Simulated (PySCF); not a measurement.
# Working out the electron affinity of Bi

Bi⁻ [Xe] 4f14 5d10 6s2 6p4 (3P) → Bi [Xe] 4f14 5d10 6s2 6p3 (4S). Calculation: PySCF 2.14, in aug-cc-pVDZ-PP with ECP60MDF (5s4p3d, 32 functions); scalar relativity through the core potential. Frozen: 5s2 5p6 5d10. Energies in hartree (1 hartree = 27.21139 eV):

| part | Bi⁻ (lower) | Bi (upper) |
| --- | --- | --- |
| UHF | -213.582920 | -213.591272 |
| MP2 opposite-spin | -0.043232 | -0.027351 |
| MP2 same-spin | -0.015471 | -0.011810 |

What does Hartree-Fock give?

(-213.591272) − (-213.582920) = -0.008352 hartree = -0.227 eV.

What do MP2 and SCS-MP2 (6/5 opposite-spin, 1/3 same-spin) give?

The opposite-spin parts differ by 0.432 eV and the same-spin parts by 0.100 eV. MP2: -0.227 + (0.432) + (0.100) = 0.305 eV. SCS-MP2: -0.227 + 1.2 × (0.432) + (0.100)/3 = 0.325 eV.

Reference: 0.942 eV (measured; photodetachment measurements, as compiled on the Wikipedia data page of electron affinities), between the lowest levels; spin-orbit coupling is absent from the calculation.

A double-zeta basis recovers only part of the correlation energy.

What remains against the reference includes basis incompleteness, the frozen core and correlation beyond second order.
